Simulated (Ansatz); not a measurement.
A single point on C$_{2}$H$_{5}$F$_{3}$OZr (`CC[O][Zr]([F])([F])[F]`).

```yaml
crystal:
  periodic: [false, false, false]
  atoms:
    - {symbol: C, position_ang: [0.491046, -1.791415, 0.245621]}
    - {symbol: C, position_ang: [0.164314, -0.822438, -0.866200]}
    - {symbol: O, position_ang: [-0.137186, 0.450354, -0.358865]}
    - {symbol: Zr, position_ang: [-0.539544, 2.129541, 0.409052]}
    - {symbol: F, position_ang: [-2.012745, 2.909434, -0.520920]}
    - {symbol: F, position_ang: [-0.993895, 1.883934, 2.246474]}
    - {symbol: F, position_ang: [0.989422, 3.263905, 0.270597]}
    - {symbol: H, position_ang: [-0.352747, -1.893224, 0.931312]}
    - {symbol: H, position_ang: [1.359560, -1.450870, 0.813435]}
    - {symbol: H, position_ang: [0.717595, -2.776335, -0.169388]}
    - {symbol: H, position_ang: [1.010069, -0.727337, -1.555816]}
    - {symbol: H, position_ang: [-0.695890, -1.175550, -1.445302]}
basis:
  gaussian: {orbitals: def2-TZVPP}
hamiltonian: {xc: pbe}
correlation: {method: rpa}
```

```sh
$ ansatz run in.yaml --threads 4 --pin off --events-out ev --progress --plain --max-ram 11315MiB
```

Output, abridged:

```
Functional definition: PBE
1963 factors; integrals over basis functions are off by at most 9.0e-4 eV
mean field evaluation 1: about -13616.9277 eV, gradient 1.0e2 eV
mean field evaluation 2: about -13616.9197 eV, gradient 1.0e2 eV
mean field evaluation 4: about -13630.1605 eV, gradient 5.2e1 eV
mean field evaluation 8: about -13635.8655 eV, gradient 1.6e0 eV
mean field evaluation 16: about -13635.8687 eV, gradient 7.5e-4 eV
mean field -13635.86865899 eV, -501.1089304941 hartree, gradient 8.6e-6 eV, S^2 0.000000; 2 other end points of the search recorded, 0 dependent functions left out
6 core orbitals not correlated: weight in the atoms' cores, before any rotation towards them, 1.000 or more for the frozen orbitals, at most 0.000 for the correlated occupied ones
reference -13572.45323562 eV, -498.7784566698 hartree; 26, 26 occupied and 280, 280 virtual orbitals, 1963 factors
Total energy: -13642.33324958 eV, -501.3464998166 hartree
```

Hardware: 4 threads of an Arm Neoverse V1 on a shared host. Wall time 16 s, peak host memory 1 GiB.
